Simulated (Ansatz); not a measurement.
Coupled-cluster diagnostics for SnMe3(OiPr) (C6H16OSn), Ansatz.

Geometry of the singlet (r2SCAN-D4/def2-SVP):

Cartesian coordinates in Å:
```
Sn -0.016 -1.272 -0.255
C 1.469 -0.941 -1.788
H 1.216 -0.053 -2.386
H 1.519 -1.814 -2.456
H 2.455 -0.791 -1.326
C 0.431 -2.923 1.043
H 0.305 -3.883 0.519
H -0.249 -2.895 1.907
H 1.467 -2.842 1.404
C -2.031 -1.366 -1.027
H -2.727 -1.037 -0.241
H -2.282 -2.397 -1.316
H -2.146 -0.710 -1.902
O 0.102 0.284 1.018
C 0.384 1.592 0.566
C 0.623 2.454 1.799
C -0.747 2.147 -0.299
H 1.317 1.602 -0.045
H -0.287 2.473 2.421
H 0.886 3.488 1.523
H 1.439 2.030 2.403
H -0.887 1.541 -1.210
H -1.694 2.131 0.267
H -0.545 3.183 -0.617
```

In the def2 sets Sn takes a core potential; there is no spin–orbit coupling. Correlated methods freeze 11 core orbitals; core or outer-core shells of Sn are correlated, in sets that lack core-valence functions.

Question: Estimate the CCSD(T) correlation energy, the shares of MP2 and (T), T1 and the reference's ⟨S²⟩ for: charge 0, singlet, own geometry in def2-TZVP; and the rough time on 2 threads of AMD EPYC 7R13 on a shared host and a share (18 GiB) of an NVIDIA H100 80GB HBM3.

Answer: 
```csv
state,basis,correlation (eV),MP2 share (%),(T) share (%),T1,⟨S²⟩ (pure),wall time
"charge 0, singlet, own geometry",def2-TZVP,-47.266,92.1,3.6,0.012,0.00 (0.00),29 s
```
Customary marks for T1 are 0.02 (closed shells), 0.045 (open shells) and about 0.05 (3d metals). T1 stays under 0.02 throughout.
